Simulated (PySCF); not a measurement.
Gas-phase reaction: H₂O + Si₃O₃ = SiH₂ + 2 SiO₂, at 1400 K and a standard pressure of 1 bar. Level: B3LYP/def2-TZVP†.

Energies from PySCF, thermal terms from the rigid-rotor harmonic-oscillator model, ideal gas at 1 bar. † marks an energy on the PBE0/def2-TZVP geometry and frequencies. All species are closed-shell singlets. B3LYP is the form with VWN-RPA correlation. Si₃O₃: computed as isolated molecules; such fragments, hydroxides, amides, oligomers or adducts are transient or little studied in the gas. The harmonic model lacks anharmonicity and excited electronic states, which grow with temperature; levels with a mode under 35 cm⁻¹ are left out. Soft modes under 120 cm⁻¹ make the harmonic entropy rough for Si₃O₃.

```csv
species,E (Ha),H(1400 K) − E (kJ/mol),S°(1400 K) (J/mol/K)
H₂O,-76.46300,109.2,246.6
Si₃O₃,-1094.53408,190.6,512.3
SiH₂,-290.64116,90.5,274.0
SiO₂,-440.04456,90.7,314.3
```
E: electronic energy; H − E holds the zero-point and thermal terms. 1 Ha = 2625.5 kJ/mol.

### Question
Work out ΔH°, ΔS°, ΔG° and log10 K from these numbers.

### Answer
1. ΔE = 1×(-290.64116) + 2×(-440.04456) − 1×(-76.46300) − 1×(-1094.53408) = 0.26680 Ha = 700.5 kJ.
2. Δ(H − E) = 1×(90.5) + 2×(90.7) − 1×(109.2) − 1×(190.6) = -27.9 kJ, so ΔH° = 672.6 kJ.
3. ΔS° = 1×(274.0) + 2×(314.3) − 1×(246.6) − 1×(512.3) = 143.7 J/K; the number of gas molecules changes by +1.
4. ΔG° = ΔH° − TΔS° = 672.6 − 1400×(143.7)/1000 = 471.4 kJ.
5. log10 K = −ΔG°/(RT ln 10) = -17.59, with RT ln 10 = 26.80 kJ/mol; at standard pressures the reactants are favoured.
6. A shift of 10 kJ in ΔE would move log10 K by 0.37 here.
For scale, ΔH°(298 K) is 677 kJ at this level, 745 kJ at ωB97M-V/def2-TZVP†, and runs from 95 to 788 kJ over the 20 levels computed.
